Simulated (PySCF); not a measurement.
**HGaS: from structure and modes to constants**

All numbers come from PBE0/[Ga def2-TZVP, S def2-TZVP, H def2-TZVP], no relativity, density fitting, PySCF.

The singlet minimum has C∞v symmetry. Masses (u): Ga 68.92558, S 31.97207, H 1.00782.

```xyz
3
charge 0 multiplicity 1, angstrom
Ga    0.0000    0.0000    0.6135
S     0.0000    0.0000   -1.3904
H     0.0000    0.0000    2.1474
```

Harmonic wavenumbers (cm⁻¹): 472.1 (π, ×2), 578.1 (σ+, ×1), 2082.3 (σ+, ×1).

Question: Find the principal moments of inertia and the rotational constants. What kind of rotor is it?

Answer: About the centre of mass I = 92.401 u Å². With B = 16.8576/I this gives 0.1824 cm⁻¹. The molecule is linear.

Question: What is the harmonic zero-point energy?

Answer: Half the sum of all 4 wavenumbers, 3604/2 = 1802 cm⁻¹, which is 21.6 kJ/mol (1 cm⁻¹ = 0.0119627 kJ/mol).

Question: Find the vibrational entropy and heat capacity at 298.15 K.

Answer: With u = 1.43878 ω/T, each mode gives S = R[u/(eᵘ−1) − ln(1−e⁻ᵘ)] and C = R u² eᵘ/(eᵘ−1)².
```csv
ω (cm⁻¹),u,S (J/(mol K)),C (J/(mol K))
472.1 (×2),2.278,3.06,5.49
578.1,2.790,2.05,4.51
2082.3,10.048,0.00,0.04
```
The sums over all modes are S = 8.2 and C = 15.5 J/(mol K); the softest mode gives 37 % of the entropy (each member, where degenerate).

Other isomers or separated fragments may lie lower.
